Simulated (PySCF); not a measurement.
**NMR parameters of Si8Cl8 cubane**

Si8Cl8 cubane, Cl8Si8.

Geometry (Å), atoms numbered from 1 in this order:
```xyz
16

Si   -1.6133    1.3011    0.0978
Cl   -3.1658    2.6531    0.1487
Si   -1.0777   -0.3459    1.7365
Cl   -2.0979   -0.7096    3.4882
Si   -0.6852   -1.9622    0.0159
Cl   -1.4123   -3.8887    0.0151
Si   -1.2388   -0.3122   -1.6371
Cl   -2.4818   -0.6518   -3.2446
Si    1.0498    0.3468   -1.7383
Cl    2.1728    0.6621   -3.4343
Si    0.6959    1.9439    0.0021
Cl    1.3542    3.8948   -0.0135
Si    1.2343    0.2998    1.6475
Cl    2.3848    0.5981    3.3280
Si    1.6090   -1.3061   -0.0843
Cl    3.2376   -2.5571   -0.2611
```

GIAO calculations in PySCF 2.14 on the PBE0-D3(BJ)/def2-SVP structure: isolated species, non-relativistic, equivalent atoms averaged; basis pcSseg-1.

Task: Give the isotropic shieldings (ppm) with KT2, PBE0.

Result: 
| atoms | environment | KT2 | PBE0 |
| --- | --- | --- | --- |
| Cl2/Cl4/Cl6/Cl8/Cl10/Cl12/Cl14/Cl16 | chlorine bonded to Si | 1046 | 1061 |
| Si1/Si3/Si5/Si7/Si9/Si11/Si13/Si15 | silicon bonded to Cl, 3 Si | 306.5 | 304.1 |
| HOMO–LUMO gap (eV) | – | 0.94 | 2.54 |

Task: And the chemical shifts, against references computed in the same way?

Result: 
```tsv
atoms	nucleus, reference	KT2	PBE0
Cl2/Cl4/Cl6/Cl8/Cl10/Cl12/Cl14/Cl16	$^{35}$Cl, HCl	-104	-118
Si1/Si3/Si5/Si7/Si9/Si11/Si13/Si15	$^{29}$Si, TMS	54.5	47.9
```

Task: Which part of the shielding of Cl2/Cl4/Cl6/Cl8/Cl10/Cl12/Cl14/Cl16 depends on the functional?

Result: Diamagnetic: KT2 1148, PBE0 1146 ppm; paramagnetic: KT2 -102, PBE0 -85 ppm. The diamagnetic part, set mainly by inner electrons, hardly moves; the paramagnetic part goes with low-lying magnetically allowed excitations and carries the spread.
